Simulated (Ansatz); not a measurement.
Two isomers of C4H10Si: A = `CC/C=C/[SiH3]`, B = `C[SiH]1CCC1`.

Isolated molecules relaxed with PBE0-D4/def2-TZVP in Ansatz; ΔE leaves out vibrations. CBS: MP2 limit from def2 TZ/QZ plus the TZ coupled-cluster correction, frozen cores. DFT in def2-TZVPP. One conformer a species, not always the lowest.

A:

Z-matrix (Å, degrees):
```
C
C 1 1.525
H 1 1.092 2 110.9
H 1 1.092 2 111.1 3 120.3
H 1 1.093 2 111.1 3 -119.7
C 2 1.492 1 112.2 3 61.9
H 2 1.094 1 110.4 3 -60.7
H 2 1.097 1 108.9 3 -177.6
C 6 1.333 2 125.9 1 -120.3
H 6 1.092 2 115.1 1 58.8
Si 9 1.854 6 123.1 2 179.3
H 9 1.091 6 117.7 2 -0.7
H 11 1.489 9 111.3 6 120.1
H 11 1.488 9 109.0 6 -0.2
H 11 1.489 9 111.3 6 -120.5
```

B:

Z-matrix (Å, degrees):
```
Si
C 1 1.885
C 1 2.361 2 41.0
C 1 1.868 2 121.4 3 -139.4
C 1 1.885 2 78.8 3 -19.4
H 1 1.493 2 111.5 3 89.5
H 2 1.094 1 111.0 3 110.7
H 2 1.089 1 122.3 3 -118.9
H 3 1.094 1 103.0 2 104.8
H 3 1.094 1 149.7 2 -75.2
H 4 1.093 1 110.8 2 168.3
H 4 1.093 1 110.7 2 -72.2
H 4 1.093 1 111.1 2 48.0
H 5 1.094 1 111.0 2 -91.4
H 5 1.089 1 122.3 2 138.3
```

Problem. Which is lower in electronic energy at CCSD(T)/CBS, and by how much? (An estimate is asked.)

Solution. Ansatz gave: B, by 56.9 kJ/mol.

Problem. Give E(B) − E(A) in kJ/mol with B2PLYP, CCSD(T)/def2-TZVPP, PBE0-D4, MP2/def2-TZVPP, r2SCAN-D4, CCSD/def2-TZVPP, PBE-D4. (Best estimate.)

Solution. Computed: B2PLYP -48.5, CCSD(T)/def2-TZVPP -54.6, PBE0-D4 -72.6, MP2/def2-TZVPP -66.5, r2SCAN-D4 -64.4, CCSD/def2-TZVPP -53.9, PBE-D4 -65.6. None reverses the order clearly.

Largest T1 diagnostic: 0.011.

From PBE to PBE0 (25 % exact exchange), in def2-TZVPP and without D4, E(B) − E(A) moves by −7.4 kJ/mol. The D4 term adds −4.4 kJ/mol with B3LYP and −2.2 kJ/mol with PBE0; it sums over pairs of atoms, weighted by their polarisabilities, and B3LYP, whose exchange is more repulsive, gets the larger term.

B3LYP here is the variant with VWN-RPA as its local correlation; programs differ in this.
